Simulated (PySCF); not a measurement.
Electron correlation in Sb⁺ (antimony, charge +1)

[Kr] 4d10 5s2 5p2, high-spin 3P determinant. All numbers are calculated (PySCF 2.14, a scalar-relativistic core potential, in cc-pVDZ-PP with ECP28MDF (4s3p2d, 23 functions)). Frozen: 4s2 4p6 4d10; 4 electrons correlated.

MP2 pair energies summed by pair of shells (mhartree):

| pair | energy | share (%) |
| --- | --- | --- |
| 5s-5p | -21.48 | 60.2 |
| 5s-5s | -10.69 | 30.0 |
| 5p-5p | -3.52 | 9.9 |

Total MP2 correlation energy: -35.69 mhartree.

Same-spin part -5.95 and opposite-spin part -29.74 mhartree; SCS-MP2 scales them by 1/3 and 6/5 to -37.67 mhartree.

```json
{"level": "CCSD", "correlation energy (mhartree)": "-49.92"}
{"level": "(T)", "correlation energy (mhartree)": "-0.51"}
{"level": "CCSD(T)", "correlation energy (mhartree)": "-50.43"}
```

Diagnostics: T1 = 0.0068, D1 = 0.0188, largest double amplitude 0.095.

Question: Is a single reference adequate?

Answer: Mostly. T1 lies below 0.03, but a double amplitude of this size points to a near-degeneracy that CCSD handles and MP2 describes poorly.
